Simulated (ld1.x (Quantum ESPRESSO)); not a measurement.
## Plane-wave convergence, TM potential for Cs (Z = 55)

| Item | Value |
| --- | --- |
| Element | caesium (Cs) |
| Generator | ld1.x (Quantum ESPRESSO) 7.5 |
| Type | norm-conserving Troullier–Martins (Kleinman–Bylander form) |
| Functional | PBEsol |
| Relativity | fully relativistic |
| Frozen core | [Kr] 4d10 5s2 |
| Valence charge | 7 |
| Reference configuration | 5p6 5d0 6s0.75 6p0.25 |
| Partial waves | 6s (bound): rc 3.75 bohr; 5p (bound): rc 2.50 bohr; 5d (bound, empty): rc 4.20 bohr |
| Local potential | the d channel |
| Core correction | none |

Open shells are filled in proportion to 2j + 1 (rel_dist='average').

Occupied shells without a wave of their own: 6p. They enter only through the test configuration that unscreens the potential.

The pseudo-atom Hamiltonian at the reference potential is diagonalised in spherical Bessel functions j_l(qr) that vanish at 20 bohr, with q² up to the cutoff. All-electron valence levels (Ry): 6s -0.1648, 5p1/2 -1.1029, 6p1/2 -0.0690, 5p3/2 -0.9818, 6p3/2 -0.0640, 5d3/2 -0.0435, 5d5/2 -0.0405.

How do the lowest levels (Ry) of each channel move with the cutoff, and are there ghosts?

| cutoff (Ry) | s #1 | s #2 | p1/2 #1 | p1/2 #2 | p1/2 #3 | p3/2 #1 | p3/2 #2 | d3/2 #1 | d5/2 #1 | d5/2 #2 | f #1 | f #2 | Σ f·Δε (mRy) |
| --- | --- | --- | --- | --- | --- | --- | --- | --- | --- | --- | --- | --- | --- |
| 8 | -0.5921 | -0.1646 | -1.0957 | -0.0685 | 0.0444 | -0.9724 | -0.0633 | -0.0411 | -0.0411 | 0.0439 | 0.0663 | 0.1776 | 52.2 |
| 10 | -0.5924 | -0.1647 | -1.0959 | -0.0686 | 0.0444 | -0.9730 | -0.0634 | -0.0413 | -0.0413 | 0.0437 | 0.0663 | 0.1776 | 49.3 |
| 15 | -0.5932 | -0.1647 | -1.1009 | -0.0687 | 0.0443 | -0.9800 | -0.0635 | -0.0413 | -0.0413 | 0.0437 | 0.0663 | 0.1776 | 11.3 |
| 18 | -0.5932 | -0.1647 | -1.1022 | -0.0688 | 0.0442 | -0.9812 | -0.0636 | -0.0413 | -0.0413 | 0.0437 | 0.0663 | 0.1776 | 3.7 |
| 21 | -0.5932 | -0.1647 | -1.1027 | -0.0688 | 0.0442 | -0.9815 | -0.0636 | -0.0413 | -0.0413 | 0.0437 | 0.0663 | 0.1776 | 1.8 |
| 25 | -0.5932 | -0.1647 | -1.1027 | -0.0688 | 0.0442 | -0.9815 | -0.0636 | -0.0413 | -0.0413 | 0.0437 | 0.0663 | 0.1776 | 1.6 |
| 35 | -0.5932 | -0.1647 | -1.1029 | -0.0688 | 0.0442 | -0.9817 | -0.0636 | -0.0413 | -0.0413 | 0.0437 | 0.0663 | 0.1776 | 0.2 |
| 40 | -0.5933 | -0.1647 | -1.1029 | -0.0688 | 0.0442 | -0.9818 | -0.0636 | -0.0413 | -0.0413 | 0.0437 | 0.0663 | 0.1776 | 0.0 |
| 400 | -0.5933 | -0.1647 | -1.1029 | -0.0688 | 0.0442 | -0.9818 | -0.0636 | -0.0413 | -0.0413 | 0.0437 | 0.0663 | 0.1776 | 0.0 |

Result: ghost state, extra bound levels that the all-electron valence spectrum of the same l lacks: s at -8.1 eV (a true bound ghost makes a file unfit for plane-wave use); 10 mRy is reached at 18 Ry and 1 mRy at 30 Ry.

1 of 7 tests not solved or not reliable.
